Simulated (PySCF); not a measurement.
**ethylcyclopentane: calculation and literature**

Geometry:
```tsv
atom	x (Å)	y (Å)	z (Å)
C1	2.715	-0.033	0.057
C2	1.481	-0.812	-0.370
C3	0.181	-0.304	0.237
C4	-0.209	1.127	-0.146
C5	-1.711	1.239	0.172
C6	-2.231	-0.214	0.277
C7	-1.063	-1.095	-0.168
H8	3.632	-0.458	-0.379
H9	2.659	1.021	-0.257
H10	2.834	-0.043	1.153
H11	1.607	-1.875	-0.101
H12	1.388	-0.789	-1.471
H13	0.270	-0.353	1.341
H14	-0.035	1.260	-1.228
H15	0.392	1.892	0.368
H16	-1.874	1.779	1.118
H17	-2.242	1.812	-0.603
H18	-3.139	-0.384	-0.321
H19	-2.497	-0.447	1.320
H20	-1.092	-2.106	0.267
H21	-1.066	-1.216	-1.266
```

What is known from experiment: δ $^{13}$C C3 42.3; C4/C7 32.6; C5/C6 25.4 ppm (measured; solution, not stated per compound (mostly CDCl3 or CCl4); Pretsch, Buehlmann, Badertscher, Structure Determination of Organic Compounds, 4th ed. (2009)).

PySCF 2.14.0 with density-fitted response routines calculation with geometry: PBE0-D3(BJ)/def2-SVP and GIAO PBE0/pcSseg-1 shieldings; single conformer, no solvent model, non-relativistic, one averaged value for each set of equivalent atoms.

Question: What does the calculation give, and how does it compare?

Answer: 
Reference values: measured (solution, not stated per compound (mostly CDCl3 or CCl4); Pretsch, Buehlmann, Badertscher, Structure Determination of Organic Compounds, 4th ed. (2009)).
| atoms | quantity | reference | computed | computed, scaled |
| --- | --- | --- | --- | --- |
| C3 | δ $^{13}$C | 42.3 | 45.3 | 43.3 |
| C4/C7 | δ $^{13}$C | 32.6 | 35.6 | 33.9 |
| C5/C6 | δ $^{13}$C | 25.4 | 25.6 | 24.2 |

Computed shifts are σ(ref) − σ with the named reference compound (TMS for H and C) calculated as an isolated molecule at the same level. The measured values may be among those fitted. Empirical linear scaling, fitted to shifts measured mostly in CDCl3 for H and C (δ vs TMS): $^{13}$C (scatter 2.0 ppm rms, 2.2 ppm with the 3 outliers that the fit left out). A few per cent of atoms miss by over 2 rms, more outside the fitted compound classes.

Question: How far are the unscaled $^{13}$C shifts from the references?

Answer: Mean signed difference +2.07 ppm, mean absolute 2.07 ppm over 3 comparisons; the largest is +3.0 ppm at C3 (sp3 CH in a ring).
